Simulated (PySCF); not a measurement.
C4H3ClF2, SMILES C#CC(F)(F)CCl. Atoms are numbered in the order given.

```xyz
10

C      2.5326    -0.4293    -0.2967
C      1.3544    -0.5805    -0.0772
C     -0.0873    -0.7414     0.1544
F     -0.3575    -0.6425     1.4830
F     -0.4773    -1.9941    -0.2368
C     -0.9663     0.2395    -0.6192
Cl    -0.6027     1.9399    -0.2144
H      3.5825    -0.2975    -0.4841
H     -0.8127     0.0903    -1.6952
H     -2.0115     0.0273    -0.3578
```
Charge 0, spin multiplicity 1.

Coordinates come from a B3LYP-D3(BJ)/def2-SVP optimisation. This is a generated structure with no PubChem entry under its InChIKey; it may be hypothetical. The values are those of a single conformer.

Two levels are set side by side: PBE/pcSseg-1 (PySCF) and HF/pcSseg-1 (PySCF). GIAO shifts against CFCl3 (¹⁹F), HCl (³⁵Cl), TMS (¹H), TMS (¹³C) at the same level; non-relativistic, no solvent, atoms listed together averaged. Without spin–orbit terms, shifts of atoms bonded to Cl or Br come out too high at both levels. Differences are taken from unrounded values.

```json
[
 {"quantity": "δ(¹³C) of C1 (ppm)", "HF": "90.1"},
 {"quantity": "δ(¹³C) of C2 (ppm)", "HF": "75.0"},
 {"quantity": "δ(¹³C) of C3 (ppm)", "HF": "102.7"},
 {"quantity": "δ(¹³C) of C6 (ppm)", "HF": "51.3"},
 {"quantity": "δ(³⁵Cl) of Cl7 (ppm)", "HF": "23.2"},
 {"quantity": "δ(¹H) of H8 (ppm)", "HF": "3.60"}
]
```

Question: What does PBE give, and how far is it from HF? (Estimate from the structure and the level; the computed values follow.)

Answer: 
| quantity | PBE | PBE minus HF |
|---|---|---|
| δ(¹³C) of C1 (ppm) | 83.2 | -7.0 |
| δ(¹³C) of C2 (ppm) | 79.4 | 4.4 |
| δ(¹³C) of C3 (ppm) | 123.0 | 20.2 |
| δ(¹³C) of C6 (ppm) | 58.2 | 6.9 |
| δ(³⁵Cl) of Cl7 (ppm) | 100.3 | 77.1 |
| δ(¹H) of H8 (ppm) | 2.75 | -0.84 |

Rough cost on one machine, each run with all the roots and properties that it gave: HF against PBE within a factor of 2.
